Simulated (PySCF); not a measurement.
## Calcium: a sound run and one with changed settings

Sound run: Ca [Ar] 4s2, Ca⁺ [Ar] 4s1. Computed with PySCF 2.14 in Sapporo-DKH3-DZP-2012 (6s5p1d, 26 functions), with scalar relativity by spin-free X2C-1e. The sound run starts from symmetry-adapted Hartree-Fock orbitals and uses a fine grid where one is needed.

Changed run: initial guess minao, at most 2 SCF cycles. This setting is unsound on purpose.

| species | method | sound run (hartree) | changed run (hartree) | converged |
| --- | --- | --- | --- | --- |
| Ca | UHF | -679.61408 | -679.61407 | no |
| Ca | r2SCAN | -680.38812 | -680.38812 | no |
| Ca | PBE | -680.22158 | -680.22158 | no |
| Ca⁺ | UHF | -679.42510 | -679.42421 | no |
| Ca⁺ | r2SCAN | -680.17382 | -680.17352 | no |
| Ca⁺ | PBE | -679.99708 | -679.99679 | no |

The SCF was stopped early; the energies are upper bounds that still move, and correlated levels were skipped or rest on poor orbitals.
